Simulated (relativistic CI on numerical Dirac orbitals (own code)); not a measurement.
**Ta LVIII: q coefficients and field-shift factors**

Method of calculation: Dirac-Coulomb-Breit CI, separate exchange-only KLI orbitals for each configuration, derivatives by finite differences, unscaled Slater integrals, QED left out (own radial code, finite nucleus).

CI space (outside the closed core [Ne]): 3s²3p⁴, 3s²3p³3d, 3s3p⁵, 3p⁶, 3s3p⁴3d, 3s3p³3d². Double excitations out of closed p, d and f shells are left out; levels of such configurations are missing from the list, as are those of other unlisted configurations, and high levels can miss mixing partners.

With x = (α/α₀)² − 1 an excitation energy changes as ω = ω₀ + qx; K = 2q/ω₀ is the relative enhancement. Terms are leading LS components, so labels can repeat. The field-shift factor is F = δν/δ⟨r²⟩ for the transition from the lowest level.

Lowest level 3s²3p⁴ ³P2.

| Level | ω₀ (cm⁻¹) | q (cm⁻¹) | K | F (GHz/fm²) |
| --- | --- | --- | --- | --- |
| 3s²3p⁴ ¹S0 | 173743 | 10480 | 0.121 | -0.539 |
| 3s²3p³3d ³D°2 | 1851911 | 114300 | 0.123 | 16.1 |
| 3s²3p³3d ³P°0 | 1919983 | 125000 | 0.13 | 17.2 |
| 3s²3p³3d ³D°1 | 1921047 | 130200 | 0.136 | -5.73 |
| 3s²3p³3d ³F°3 | 1925147 | 119700 | 0.124 | 21.9 |
| 3s²3p³3d ³F°4 | 2493004 | 727300 | 0.583 | 37.7 |
| 3s²3p³3d ³D°2 | 2546742 | 773600 | 0.608 | -41.3 |
| 3s²3p⁴ ³P1 | 2622312 | 3.226e+06 | 2.46 | -422 |
| 3s²3p⁴ ¹D2 | 2701459 | 3.22e+06 | 2.38 | -424 |
| 3s²3p³3d ³D°3 | 2705248 | 754300 | 0.558 | 26.5 |
| 3s²3p³3d ³D°1 | 2792517 | 771800 | 0.553 | 10.3 |
| 3s3p⁵ ³P°2 | 4072638 | 3.521e+06 | 1.73 | -5980 |
| 3s3p⁵ ¹P°1 | 4242623 | 3.47e+06 | 1.64 | -4200 |

At this charge energies of transitions that change n are usually good to better than 1 %, and those within a shell (Δn = 0) to a few per cent.
